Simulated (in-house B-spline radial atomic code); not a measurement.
**How G0W0 and RPA depend on the start: Ba IX (Ba8+)**

Configuration [Kr] 4d10 5s2. Computed with an all-electron radial atomic-structure program (B-spline basis): all electrons, scalar-relativistic (spin-free one-electron X2C), finite nucleus, each spin shell either full or empty, empty states to l = 9 with an (l + 1/2)⁻⁴ tail; G0W0 by contour deformation at full frequency.

```
            start  mean-field 5s (eV)  G0W0 (eV)  QP weight  RPA correlation (Eh)
     Hartree-Fock             -128.68    -131.28      0.980               -3.7041
         LDA VWN5             -125.12    -131.73      0.968               -3.9879
              PBE             -124.45    -131.65      0.969               -3.9829
             PBE0             -125.78    -131.54      0.972               -3.9061
           r2SCAN             -124.30    -131.64      0.970               -3.9348
            HSE06             -125.46          ?          ?                     ?
  B3LYP (VWN-RPA)             -125.87    -131.60      0.971               -3.9222
             SCAN             -124.63    -131.65      0.970               -3.9334
             TPSS             -124.07          ?          ?                     ?
        BHandHLYP             -127.25    -131.47      0.975                -3.835
        CAM-B3LYP             -127.72    -131.53      0.974                -3.894
          LC-wPBE             -129.07    -131.44      0.976               -3.9008
            wB97X             -128.61    -131.42      0.976               -3.8829
           PBEsol             -124.51    -131.67      0.969               -3.9849
             BLYP             -124.62    -131.69      0.968               -3.9839
          r2SCAN0             -125.76    -131.54      0.973               -3.8736
LDA exchange-only             -123.46    -131.77      0.969                -3.987
```

Task: What G0W0 level, weight and RPA correlation energy follow from the HSE06 start?

Result: G0W0 level -131.57 eV, weight 0.971, RPA correlation -3.9116 hartree.

Task: What G0W0 level, weight and RPA correlation energy follow from the TPSS start?

Result: G0W0 level -131.66 eV, weight 0.969, RPA correlation -3.9698 hartree.

Task: How much of the dependence on the start does G0W0 remove?

Result: The mean-field levels span 5.61 eV and the G0W0 levels 0.483 eV. Against 130.5 ± 0.6 eV (NIST, semi-empirical) the G0W0 removal energies are off by +0.78 to +1.27 eV, with spin-orbit coupling, Breit and QED terms left out.
